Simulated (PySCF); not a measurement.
# Computed properties of AlBrFH2N, SMILES [Br][Al]([NH2])[F]

Al(F)(Br)(NH2) (AlBrFH₂N), SMILES [Br][Al]([NH2])[F]. Geometry: PBE0-D3(BJ)/def2-SVP. One conformer was computed; it need not be the lowest. All values are computed for the isolated molecule unless a solvent is named; none is compared with measurement here.

**Structure.** The optimised structure has Cs symmetry. All 12 harmonic modes at PBE0-D3(BJ)/def2-SVP (PySCF) are real, so it is a minimum. With heavy atoms numbered as in [Al:1]([F:2])([Br:3])[NH2:4], the shortest bond between them is Al1–F2 at 1.659 Å and the longest Al1–Br3 at 2.238 Å.

**Vibrations.** The strongest infrared lines (harmonic, unscaled, degenerate partners summed) lie at 409 cm⁻¹ (183 km/mol, H 81 %, N 19 %), 816 cm⁻¹ (180 km/mol, Al 37 %, N 29 %, F 24 %, H 8 %), 945 cm⁻¹ (122 km/mol, Al 50 %, F 26 %, N 19 %). The softest mode is at 154 cm⁻¹ and the zero-point energy is 18.7 kcal/mol.

**Electronic structure.** HF/def2-TZVPD (PySCF) places the frontier levels at -11.44 and 0.86 eV, a gap of 12.30 eV, and gives a dipole moment of 2.45 D and a mean polarisability of 47.8 bohr³.

**Excitations.** TDDFT-B3LYP/def2-SVPD (PySCF) has S1 at 5.51 eV (225 nm, f = 0.020, weak); the most intense of the 10 singlets computed lies at 8.05 eV (f = 0.18). T1 (TDA) is at 5.17 eV. No vertical singlet excitation falls in the visible range (under 3.1 eV).

**NMR.** GIAO shifts at B3LYP/pcSseg-1 (PySCF) (non-relativistic, atoms alike by connectivity averaged): ¹H at 0.9 ppm against TMS; ¹⁹F at -178.8 ppm against CFCl3. Without spin–orbit terms, shifts of atoms bonded to Cl or Br come out too high.
